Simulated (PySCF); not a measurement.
# Exact mass, isotope pattern and composition

Species: Ti(OSiMe3)Cl3, `C[Si](C)(C)[O][Ti]([Cl])([Cl])[Cl]`.

Calculated for natural abundance.

(1) What are the average molar mass and the monoisotopic mass?

(2) Work out the cluster of the molecular ion M+•, one line a nominal mass.

(3) Which singly substituted isotopologues are there?

(4) Give the mass fraction of each element.

(5) Which m/z would the protonated, sodiated and deprotonated molecule have?

(6) What share of all molecules is the monoisotopic species?

(7) What resolving power m/Δm just matches the spacing of the species with one 50Ti and with one 37Cl?

Results:

(1) For C3H9Cl3OSiTi, with standard atomic weights, 1 × 47.867 + 1 × 15.999 + 1 × 28.085 + 3 × 12.011 + 9 × 1.008 + 3 × 35.450 = 243.406 g/mol. From the most abundant isotopes (48Ti, 16O, 28Si, 12C, 1H, 35Cl), 1 × 47.947946 + 1 × 15.994915 + 1 × 27.976927 + 3 × 12.000000 + 9 × 1.007825 + 3 × 34.968853 = 241.8968 u.

(2) 
```json
{"nominal mass": "240", "m/z (centroid)": "239.9009", "relative intensity": "10.0"}
{"nominal mass": "241", "m/z (centroid)": "240.9002", "relative intensity": "9.9"}
{"nominal mass": "242", "m/z (centroid)": "241.8964", "relative intensity": "100.0"}
{"nominal mass": "243", "m/z (centroid)": "242.8970", "relative intensity": "23.9"}
{"nominal mass": "244", "m/z (centroid)": "243.8934", "relative intensity": "100.0"}
{"nominal mass": "245", "m/z (centroid)": "244.8940", "relative intensity": "17.8"}
{"nominal mass": "246", "m/z (centroid)": "245.8905", "relative intensity": "38.1"}
{"nominal mass": "247", "m/z (centroid)": "246.8910", "relative intensity": "5.6"}
{"nominal mass": "248", "m/z (centroid)": "247.8876", "relative intensity": "6.3"}
{"nominal mass": "249", "m/z (centroid)": "248.8882", "relative intensity": "0.8"}
{"nominal mass": "250", "m/z (centroid)": "249.8848", "relative intensity": "0.4"}
```

Cut off at 0.1 %. One electron mass, 0.00055 u, is taken off. Abundances used (%; other tables differ somewhat): 46Ti 8.25, 47Ti 7.44, 48Ti 73.72, 49Ti 5.41, 50Ti 5.18; 16O 99.757, 17O 0.038, 18O 0.205; 28Si 92.2297, 29Si 4.6832, 30Si 3.0872; 12C 98.93, 13C 1.07; 1H 99.9885, 2H 0.0115; 35Cl 75.78, 37Cl 24.22.

(3) Intensity in % of the monoisotopic species:

```tsv
isotope	mass shift (u)	m/z	intensity (%)
46Ti	-1.99531	239.9009	11.19
47Ti	-0.99618	240.9000	10.09
29Si	+0.99957	242.8958	5.08
49Ti	+0.99992	242.8961	7.34
13C	+1.00335	242.8996	3.24
17O	+1.00422	242.9004	0.04
2H	+1.00628	242.9025	0.10
30Si	+1.99684	243.8931	3.35
50Ti	+1.99684	243.8931	7.03
37Cl	+1.99705	243.8933	95.88
18O	+2.00425	243.9005	0.21
```

Species under 0.02 % are left out.

(4) Ti 19.67 %, O 6.57 %, Si 11.54 %, C 14.80 %, H 3.73 %, Cl 43.69 %.

(5) [M+H]+ 242.9040, [M+Na]+ 264.8860, [M−H]− 240.8895, for the monoisotopic species (arithmetic only; whether such ions form is another matter).

(6) 0.7372 × 0.99757 × 0.922297 × 0.9893^3 × 0.999885^9 × 0.7578^3 = 28.55 %.

(7) They lie 0.00021 u apart at mass 243.89, so m/Δm is about 1.2e+06.
